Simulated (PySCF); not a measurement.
A calculated (PBE, PySCF 2.14, x2c-QZVPPall, the spin-free X2C one-electron Hamiltonian (Gaussian nucleus)) atom or ion has these occupied shells.

```csv
shell,electrons,orbital energy (eV),"rms radius, mean of both spins (bohr)"
1s,2,-2123.1,0.120
2s,2,-212.32,0.566
2p,6,-162.96,0.541
3s,2,-45.605,1.79
```

(1) Name the element and its charge.

## Answers

(1) P(3+) (phosphorus, charge +3), in [Ne] 3s2, closed-shell 1S.
